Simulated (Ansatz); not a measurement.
H3GeNO, SMILES `[NH2][Ge][OH]` (lower singlet) (charge 0, multiplicity 1). This singlet lies 2.69 eV below the relaxed triplet at the level frozen-core CCSD(T)/cc-pVTZ // B3LYP-D3(BJ)/def2-TZVP (Ansatz, a first-principles code).

Cartesian coordinates (Å):
SMILES: [Ge]([OH])[NH2]
```xyz
6

N     -0.9769     0.0119     0.0128
Ge     0.3498    -0.7622     1.0308
O      1.7986    -0.1456     0.1440
H     -1.9525    -0.1213     0.2334
H     -0.8541     0.6012    -0.7989
H      1.6351     0.4160    -0.6221
```
Charge 0, spin multiplicity 1.

Question: Give the natural occupations of the active orbitals, the CASSCF energy and the corrected energy for frozen-core fic-MRCISD+Q@CASSCF(2e,2o)/cc-pVTZ // B3LYP-D3(BJ)/def2-TZVP (Ansatz).

Answer: 
- natural occupations: 1.98, 0.02
- CASSCF energy: -2206.5791 Ha
- corrected energy: -2207.2063 Ha
- weight of the reference: 0.880
